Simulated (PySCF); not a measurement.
SiH3(pyrrolidide), C₄H₁₁NSi.
Geometry (PBE0-D3(BJ)/def2-SVP, Å), atoms numbered from 1 in this order:
```xyz
17
C4H11NSi angstrom
Si     1.1377    1.9682    0.6658
H      1.5724    2.0172    2.1039
H      2.3747    2.0880   -0.1689
H      0.2322    3.1344    0.4284
N      0.2995    0.5294    0.2030
C     -1.1399    0.3431    0.2616
C     -1.3776   -0.8246   -0.6874
C     -0.1706   -1.7126   -0.4022
C      0.9694   -0.7125   -0.1691
H     -1.6729    1.2602   -0.0400
H     -1.4975    0.0805    1.2800
H     -1.3542   -0.4663   -1.7296
H     -2.3405   -1.3301   -0.5217
H     -0.3502   -2.2980    0.5142
H      0.0535   -2.4264   -1.2082
H      1.6591   -1.0801    0.6140
H      1.5765   -0.5713   -1.0835
```

Theory: TDDFT wB97X-D/def2-SVPD, vertical, gas phase, core orbitals frozen in the response (PySCF 2.14.0, density-fitted response routines).

Frontier orbitals with the atoms that hold most of them (Löwdin shares over 4%, at most four atoms; ? is withheld):

```csv
orbital,ε (eV),atoms
LUMO+2,2.78,"Si1 20%, C7 11%, C8 11%, H15 8%"
LUMO+1,2.57,"Si1 50%, H2 13%, H3 12%, H4 11%"
LUMO,2.14,?
HOMO,-8.00,?
HOMO-1,-11.11,"C7 14%, C8 14%, Si1 12%, H14 9%"
HOMO-2,-11.21,"Si1 22%, H4 17%, C8 11%, C7 8%"
HOMO-3,-11.33,"Si1 35%, H2 23%, H3 17%, C6 5%"
```

Q: Which atoms hold the HOMO, and with what shares?

A: N5 (bonded to 2 C and Si) 52%; C6 (bonded to C, N and 2 H) 9%; C9 (bonded to C, N and 2 H) 9%; Si1 (bonded to N and 3 H) 7%. By element: nitrogen 52%, carbon 18% or more, silicon 7%.

Q: Give the leading atoms of the LUMO.

A: Si1 (bonded to N and 3 H) 30%; C9 (bonded to C, N and 2 H) 8%; C6 (bonded to C, N and 2 H) 7%; C8 (bonded to 2 C and 2 H) 6%. By element: silicon 30%, carbon 21% or more.

Q: The HOMO–LUMO gap is 10.14 eV. Where does the response calculation put the lowest singlet, and from which orbitals?

A: S1 is at 5.76 eV (f = 0.0076), 4.38 eV below the gap, made of HOMO→LUMO (82%). 

Next come S2 at 6.56 eV (f 0.015), HOMO→LUMO+3 (44%), HOMO→LUMO+5 (29%), HOMO→LUMO+1 (8%); S3 at 6.60 eV (f 0.022), HOMO→LUMO+2 (36%), HOMO→LUMO+1 (21%), HOMO→LUMO+3 (15%); S4 at 6.87 eV (f 0.028), HOMO→LUMO+1 (43%), HOMO→LUMO+4 (20%), HOMO→LUMO+5 (13%); S5 at 7.05 eV (f 0.039), HOMO→LUMO+4 (38%), HOMO→LUMO+2 (23%), HOMO→LUMO+1 (14%).

One conformer stands for the species.
